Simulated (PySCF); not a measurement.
**Ionisation energy of As⁺ by level of theory**

As⁺ [Ar] 3d10 4s2 4p2 (3P) → As²⁺ [Ar] 3d10 4s2 4p1 (2P), as a difference of total energies. Computed with PySCF 2.14 in cc-pVDZ-PP with ECP10MDF (4s3p2d, 23 functions), with a scalar-relativistic core potential. Correlated levels: valence: 3s2 3p6 3d10 frozen. The calculations carry no spin-orbit coupling.

```json
{"method": "UHF", "ionisation energy (eV)": "17.975"}
{"method": "TPSS", "ionisation energy (eV)": "18.472"}
{"method": "B3LYP", "ionisation energy (eV)": "18.475"}
{"method": "MP2 (valence)", "ionisation energy (eV)": "18.237"}
{"method": "SCS-MP2 (valence)", "ionisation energy (eV)": "18.173"}
{"method": "CCSD (valence)", "ionisation energy (eV)": "18.263"}
{"method": "CCSD(T) (valence)", "ionisation energy (eV)": "18.269"}
```

How much does correlation contribute at CCSD(T) (valence)?

18.269 − (17.975) = 0.294 eV, measured against UHF.

The reference lies between the lowest fine-structure levels, while these numbers refer to the centres of the terms.

Errors of the correlated levels include the incompleteness of this basis and the frozen core.

For comparison: 18.589 eV (measured; NIST Atomic Spectra Database, ionization energies).
